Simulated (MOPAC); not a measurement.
MOPAC input (PM3):

```
PM3 FORCE THERMO(298,298) PRECISE LET UHF MS=0.5 GEO-OK AUX(PRECISION=9) THREADS=1
HOSi

Si    0.02055649 1   -0.47343325 1   -0.00929095 1
O    -0.18232316 1    1.00658393 1    0.01497125 1
H     1.34234903 1   -1.20743763 1    0.02080944 1
```

Output:

```
 *******************************************************************************
 **                                                                           **
 **                              MOPAC v23.2.5                                **
 **                                                                           **
 *******************************************************************************
 ** MOPAC's Digital Object Identifier: https://doi.org/10.5281/zenodo.6511958 **
 **                                                                           **
 ** Please cite the open-source release paper for use of this MOPAC version:  **
 ** J. E. Moussa and J. J. P. Stewart (2026)                                  **
 ** MOPAC: An open-source semiempirical molecular orbital program             **
 ** J. Open Source Softw., 11(119), 8025, https://doi.org/10.21105/joss.08025 **
 *******************************************************************************

                              PM3 CALCULATION RESULTS

 *******************************************************************************
 *  PM3        - The PM3 Hamiltonian to be used
 *  GEO-OK     - OVERRIDE INTERATOMIC DISTANCE AND OTHER SAFETY CHECKS
 *  UHF        - UNRESTRICTED HARTREE-FOCK CALCULATION
 *  MS=        - IN MECI, MAGNETIC COMPONENT OF SPIN =  0.5
 *  LET        - OVERRIDE SOME SAFETY CHECKS
 *  PRECISE    - TIGHTER CRITERIA TO BE USED
 *  FORCE      - FORCE CALCULATION SPECIFIED
 *  AUX        - OUTPUT AUXILIARY INFORMATION
 *  THERMO     - THERMODYNAMIC QUANTITIES TO BE CALCULATED
 *******************************************************************************
PM3 FORCE THERMO(298,298) PRECISE LET UHF MS=0.5 GEO-OK AUX(PRECISION=9) THREADS=1
 HOSi

   ATOM   CHEMICAL          X               Y               Z
  NUMBER   SYMBOL      (ANGSTROMS)     (ANGSTROMS)     (ANGSTROMS)

     1      Si          0.02055649  *  -0.47343325  *  -0.00929095  *
     2       O         -0.18232316  *   1.00658393  *   0.01497125  *
     3       H          1.34234903  *  -1.20743763  *   0.02080944  *

          CARTESIAN COORDINATES

    NO.       ATOM           X           Y           Z

     1        Si          0.0206     -0.4734     -0.0093
     2         O         -0.1823      1.0066      0.0150
     3         H          1.3423     -1.2074      0.0208

  H: (PM3): J. J. P. STEWART, J. COMP. CHEM. 10, 209 (1989).
  O: (PM3): J. J. P. STEWART, J. COMP. CHEM. 10, 209 (1989).
 Si: (PM3): J. J. P. STEWART, J. COMP. CHEM. 10, 209 (1989).

           Empirical Formula: H O Si  =     3 atoms

      MOLECULAR POINT GROUP   :   Cs

          UHF CALCULATION, NO. OF ALPHA ELECTRONS =    6
                           NO. OF BETA  ELECTRONS =    5

          HEAT OF FORMATION =      -8.270088 KCALS/MOLE

          CARTESIAN COORDINATE DERIVATIVES

   NUMBER  ATOM         X            Y            Z

     1      Si      0.009597    -0.009665     0.000000
     2       O     -0.005223     0.001509     0.000000
     3       H     -0.004375     0.008156     0.000000

 DIPOLE           X         Y         Z       TOTAL
 POINT-CHG.    -3.159    -0.771     0.000     3.251
 HYBRID         1.415     1.218     0.000     1.867
 SUM           -1.743     0.447     0.000     1.800

          GRADIENT NORM =   0.01734

          MOLECULAR WEIGHT =   45.09

          ROTATIONAL CONSTANTS IN CM(-1)

          A =   12.79705645   B =    0.67575112   C =    0.64185769

           PRINCIPAL MOMENTS OF INERTIA IN UNITS OF 10**(-40)*GRAM-CM**2

          A =        2.1874   B =       41.4246   C =       43.6121

          ORIENTATION OF MOLECULE IN FORCE CALCULATION

    NO.       ATOM         X         Y         Z

     1         Si      -0.5099   -0.0271    0.0000
     2          O       0.9842   -0.0271    0.0000
     3          H      -1.4160    1.1836   -0.0000

    FIRST DERIVATIVES WILL BE USED IN THE CALCULATION OF SECOND DERIVATIVES

    FOR POINT-GROUP Cs   THERE ARE   2 UNIQUE SYMMETRY FUNCTIONS.

(To convert to Hartree/Bohr^2, multiply by (10^(-21) x N x a0^2)/(4.184 x 627.51) =  0.0642)

           FORCE MATRIX IN MILLIDYNES/ANGSTROM

                 Si  1       O  2       H  3
 ------------------------------------------
    Si    1   6.936549
     O    2   6.059951   6.252253
     H    3   1.736349   0.290659   1.877872

          HEAT OF FORMATION =      -8.270088 KCALS/MOLE

          ZERO POINT ENERGY       4.890 KCAL/MOL

           NORMAL COORDINATE ANALYSIS (Total motion = 1 Angstrom)

   Root No.       1         2         3

                 1 A'      2 A'      3 A'

                 604.6    1014.5    1801.6

   x Si    1   -0.0202   -0.2968    0.0199
   y Si    1   -0.0513    0.0011   -0.0262
   z Si    1    0.0000   -0.0000    0.0000
   x  O    2   -0.0094    0.5311    0.0027
   y  O    2    0.0566   -0.0058   -0.0016
   z  O    2   -0.0000    0.0000    0.0000
   x  H    3    0.7119   -0.1605   -0.5975
   y  H    3    0.5300    0.0622    0.7565
   z  H    3   -0.0000   -0.0000   -0.0000

           MASS-WEIGHTED COORDINATE ANALYSIS (NORMAL COORDINATES)

   Root No.       1         2         3

                 1 A'      2 A'      3 A'

                 604.6    1014.5    1801.6

   x Si    1   -0.1109   -0.5938    0.1074
   y Si    1   -0.2814    0.0022   -0.1414
   z Si    1    0.0000   -0.0000    0.0000
   x  O    2   -0.0389    0.8019    0.0108
   y  O    2    0.2345   -0.0088   -0.0065
   z  O    2   -0.0000    0.0000    0.0000
   x  H    3    0.7404   -0.0608   -0.6099
   y  H    3    0.5512    0.0236    0.7722
   z  H    3   -0.0000   -0.0000   -0.0000

          DESCRIPTION OF VIBRATIONS

 VIBRATION          1    1A'         ATOM PAIR     ENERGY CONTRIBUTION    RADIAL
 FREQUENCY           604.59         Si1 -- H 3         +96.7% ( 94.5%)      1.7%
 TRANSITION DIPOLE   0.5601         Si1 -- O 2          +3.3% ( 17.6%)      1.9%
 TRAVEL (Ang.)       0.3310
 REDUCED MASS        1.0178
 EFFECTIVE MASS      2.6616
 FORCE CONSTANT      0.2192

 VIBRATION          2    2A'         ATOM PAIR     ENERGY CONTRIBUTION    RADIAL
 FREQUENCY          1014.48         Si1 -- O 2         +88.7% (100.1%)    100.0%
 TRANSITION DIPOLE   2.9423         Si1 -- H 3         +11.3% ( 35.8%)     32.1%
 TRAVEL (Ang.)       0.0811
 REDUCED MASS       10.1097
 EFFECTIVE MASS     19.9681
 FORCE CONSTANT      6.1303

 VIBRATION          3    3A'         ATOM PAIR     ENERGY CONTRIBUTION    RADIAL
 FREQUENCY          1801.56         Si1 -- H 3         +99.8% (100.0%)     99.9%
 TRANSITION DIPOLE   0.6166         Si1 -- O 2          +0.2% (  4.5%)     33.9%
 TRAVEL (Ang.)       0.1961
 REDUCED MASS        0.9730
 EFFECTIVE MASS      1.3204
 FORCE CONSTANT      1.8606

      SYMMETRY NUMBER FOR POINT-GROUP Cs  =  1

          SYSTEM IS A GROUND STATE

 HOSi

          MOLECULE IS NOT LINEAR

          THERE ARE  3 GENUINE VIBRATIONS IN THIS SYSTEM
          THIS THERMODYNAMICS CALCULATION IS LIMITED TO
          MOLECULES WHICH HAVE NO INTERNAL ROTATIONS

                    CALCULATED THERMODYNAMIC PROPERTIES
                                          *
   TEMP. (K)   PARTITION FUNCTION   H.O.F.    ENTHALPY  HEAT CAPACITY ENTROPY
                                   KCAL/MOL   CAL/MOLE    CAL/K/MOL  CAL/K/MOL

 298.00  VIB.     0.1065D+01                   121.3121     1.4076     0.5326
         ROT.     0.2243D+04                   888.2803     2.9808    18.3128
         INT.     0.2389D+04                  1009.5924     4.3884    18.8454
         TRA.     0.2927D+27                  1480.4672     4.9680    37.3417
         TOT.                       -8.270    2490.0595     9.3564    56.1871

   *: NOTE: HEATS OF FORMATION ARE RELATIVE TO THE
            ELEMENTS IN THEIR STANDARD STATE AT 298K
              (=  Standard Enthalpy of Formation).

            Hvib:  Zero-point energy is not included.
                   frequencies of less than zero cm-1 are not included.
            Hrot = (3/2)RT
            Htra = (3/2)RT + pV = (5/2)RT

            Heat capacity is Cp, not Cv

          For more information, see: HTTP://OpenMOPAC.net/Manual/thermochemistry.html

           FORCE CONSTANT IN CARTESIAN COORDINATES (Millidynes/A)

    ATOM   CHEMICAL       X               Y               Z
   NUMBER   SYMBOL  FORCE CONSTANT  FORCE CONSTANT  FORCE CONSTANT

      1      Si        6.696706        1.554237        0.001502
      2       O        6.248413        0.191788       -0.000117
      3       H        0.838295        1.215484        0.000054

 **********************
 *                    *
 * JOB ENDED NORMALLY *
 *                    *
 **********************

 == MOPAC DONE ==
```
